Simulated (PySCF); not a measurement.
Species: C5H9F3O.
InChI=1S/C5H9F3O/c1-2-9-4-3-5(6,7)8/h2-4H2,1H3

A linear-response calculation (PySCF, def2-SVPD basis, gas phase, vertical, core orbitals frozen in the response) gave these numbers; the functional is withheld.

Orbital energies (eV): HOMO-3 -12.56, HOMO-2 -12.06, HOMO-1 -11.14, HOMO -9.72, LUMO 2.26, LUMO+1 2.71, LUMO+2 2.95.

| state | E (eV) | f | main configurations (H = HOMO, L = LUMO) |
| --- | --- | --- | --- |
| S1 | 7.74 | 0.017 | H→L (82%) |
| S2 | 8.46 | 0.0089 | H→L+2 (81%) |
| S3 | 8.62 | 0.030 | H→L+1 (50%), H→L+3 (29%), H→L+6 (10%) |
| S4 | 8.66 | 0.036 | H→L+3 (56%), H→L+1 (26%), H→L+4 (10%) |
| S5 | 9.05 | 0.019 | H→L+7 (33%), H→L+4 (31%) |
| S6 | 9.13 | 0.0031 | H-1→L (75%) |

Triplets (Tamm–Dancoff): T1 7.64 eV, H→L (76%); T2 8.30 eV, H→L+2 (48%), H→L+7 (13%), H→L (13%); T3 8.53 eV, H→L+1 (44%), H→L+3 (23%), H→L+2 (13%); T4 8.62 eV, H→L+3 (56%), H→L+1 (22%), H→L+4 (10%).

Vertical ionisation energy by ΔSCF with the same functional: 10.05 eV. Mean static polarisability: 69.3 au.

Problem. Which of these was used?
A. B3LYP
B. wB97X-D
C. HF
D. PBE

Solution. B. wB97X-D is range-separated, 22% exact exchange at short range and 100% at long range (ω = 0.2 bohr⁻¹). In this run −ε(HOMO) = 9.72 eV differs from the ΔSCF value by -0.33 eV, and S1 differs from the orbital gap of 11.99 eV by -4.25 eV. The ratio −ε(HOMO)/IP is 0.97. Small neutral molecules mostly give 0.89 to 0.99 with wB97X-D, 0.5 to 0.7 with PBE, 0.67 to 0.83 with B3LYP; Hartree–Fock can't fall below 1, since the ion's relaxation only lowers the ΔSCF value.

Computed with PySCF 2.14.0, density-fitted response routines, TDDFT wB97X-D/def2-SVPD, vertical, gas phase, core orbitals frozen in the response. Isolated species at its PBE0-D3(BJ)/def2-SVP geometry (one conformer only).

Conformer computed: `[CH3:1][CH2:2][O:3][CH2:4][CH2:5][C:6]([F:7])([F:8])[F:9]`: C1–C2–O3–C4 -73°, C2–O3–C4–C5 -172°, O3–C4–C5–C6 -179°, C4–C5–C6–F7 61°.
